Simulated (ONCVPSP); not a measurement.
**Cutoff test, aluminium (Al), ONCV**

ONCVPSP 4.0.1 input, shortened (lines: element, Z, core and valence counts, functional; n l f; lmax; l rc ep ncon nbas qcut; lloc lpopt rc5 dvloc0; l nproj debl; icmod fcfact rcfact), PBE, scalar-relativistic:

```
  Al 13.00    1    4        4      upf
    1    0    2.00
    2    0    2.00
    2    1    6.00
    3    0    2.00
    3    1    1.00
    1
    0    0.90    0.00    3    6   13.10
    1    1.10    0.00    4    7   15.20
    4    5    0.90    6.00
    0    2    2.50
    1    2    0.70
    0    0.00    0.00
```

Problem. For each optimised wave give the share of its norm inside rc, the residual kinetic energy above qcut (Ha) and the cutoffs (Ha) for errors of 10, 1, 0.1 and 0.01 mHa per electron.

Solution.

```csv
wave,norm inside rc,residual KE,10 mHa,1 mHa,0.1 mHa,0.01 mHa
2s,0.852,2.1e-06,19.9,52.0,66.1,76.4
3s,0.030,3.4e-07,13.0,33.2,58.4,72.3
2p,0.927,3.8e-08,63.5,77.6,89.0,98.4
3p,0.021,2.8e-08,43.5,62.4,78.1,91.1
```

The occupied waves need 78 Ha and 89 Ha for 1 and 0.1 mHa. 1 of 4 tests not solved or not reliable.
